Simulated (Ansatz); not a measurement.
A run for Ansatz (a quantum-chemistry and plane-wave program): R-wB97M-V/def2-TZVPP on CH4 (SMILES C).

Ansatz 0.2 input:
```yaml
crystal:
  periodic: [false, false, false]
  atoms:
    - {symbol: C, position_ang: [0.00000000, -0.00000000, 0.00000000]}
    - {symbol: H, position_ang: [0.62885949, 0.62885949, 0.62885949]}
    - {symbol: H, position_ang: [-0.62885949, -0.62885949, 0.62885949]}
    - {symbol: H, position_ang: [0.62885949, -0.62885949, -0.62885949]}
    - {symbol: H, position_ang: [-0.62885949, 0.62885949, -0.62885949]}
basis:
  gaussian:
    orbitals: def2-TZVPP
hamiltonian:
  xc: {name: wB97M-V}
scf: {lower_state_search: off}
```

It printed:

```
WARN ansatz: RAYON_NUM_THREADS=1 ignored (pool sized by the plan → 1); use --threads N
Functional definition: wB97M-V
these checks for a lower state are left out or cut short: stability, starts, cluster_reference, orbital_swaps, neighbouring_geometries, increment
integrals: 0.02 GiB planned
416 factors; their error is unknown
integrals: 0.05 GiB planned
123 factors; integrals over basis functions are off by at most 1.3e-5 eV
mean field: 0.21 GiB planned
mean field evaluation 1: about -1099.4708 eV, gradient 3.4e1 eV
mean field evaluation 2: about -1100.6506 eV, gradient 2.3e1 eV
mean field evaluation 4: about -1101.8681 eV, gradient 1.1e-1 eV
mean field evaluation 8: about -1101.8653 eV, gradient 3.1e-2 eV
mean field -1101.86531680 eV, -40.4928035211 hartree, gradient 1.9e-6 eV, S^2 0.000000; 0 other end points of the search recorded, 0 dependent functions left out
reference -1101.86534934 eV, -40.4928047170 hartree; 5, 5 occupied and 82, 82 virtual orbitals, 416 factors
Total energy: -1101.86534934 eV, -40.4928047170 hartree
Checks for a lower state left out: stability, starts, cluster_reference, orbital_swaps, neighbouring_geometries, increment
```

The run converged.

Cost: very roughly 0.6 core-seconds.
